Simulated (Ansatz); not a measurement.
`C[CH](C)[Mg][Cl]` + CH₃OH → `C[O][Mg][Cl]` + propane at 500 K and 1 bar (ligand exchange at a Mg–C bond).

Program: Ansatz. Geometries: PBE0-D4/def2-TZVP. ΔE: electronic, gas phase. CCSD(T)/CBS adds triple-zeta CCSD(T) − MP2 to the extrapolated MP2 energy (def2 sets, frozen cores). This one scheme is used for every species. For Mg outer-core shells are correlated without core-valence functions, which leaves a few kJ/mol of doubt a bond. Each species was taken in one conformer, which may not be the lowest.

| species | CCSD(T)/CBS energy (Eh) | H − E (kJ/mol) | S (J/(mol·K)) |
| --- | --- | --- | --- |
| `C[CH](C)[Mg][Cl]` | -778.11446 | 294.0 | 433.1 |
| CH₃OH | -115.61712 | 157.0 | 265.4 |
| `C[O][Mg][Cl]` | -774.81100 | 148.3 | 367.7 |
| `CCC` | -118.98051 | 304.1 | 314.1 |

H − E and S are ideal-gas, rigid-rotor, harmonic terms from PBE0-D4/def2-TZVP, for one conformer and one mirror image of each species. 1 Eh = 2625.50 kJ/mol, R = 8.31446 J/(mol·K).

Problem. By hand: ΔE, ΔH, ΔS and ΔG.

Solution. ΔE = (-774.81100) + (-118.98051) − (-778.11446) − (-115.61712) = -0.05993 Eh = -157.3 kJ/mol. Δ(H − E) = 148.3 + 304.1 − 294.0 − 157.0 = 1.4, so ΔH = -155.9 kJ/mol. ΔS = 367.7 + 314.1 − 433.1 − 265.4 = -16.7 J/(mol·K). ΔG = -155.9 − 500 × (-16.7)/1000 = -147.6 kJ/mol.

Problem. By hand: the equilibrium constant, and the temperature at which ΔG would vanish if ΔH and ΔS stayed fixed.

Solution. log₁₀ K = −ΔG/(RT ln 10) = 15.4. ΔG = 0 at ΔH/ΔS = 9335 K, far beyond where these terms or the molecules hold.

ΔH outweighs TΔS. A doubt of 5 kJ/mol in ΔE shifts log₁₀ K by 0.5 here. Other conformers and mirror images would add mixing entropy, several J/(mol·K) or more a flexible species. Modes under 60 cm⁻¹, often nearly free rotors, make the harmonic entropy too high. These are equilibria of isolated gas molecules and say nothing of rates. Largest T1 diagnostic: 0.010 (customary marks: 0.02 for closed shells, 0.045 for open ones).
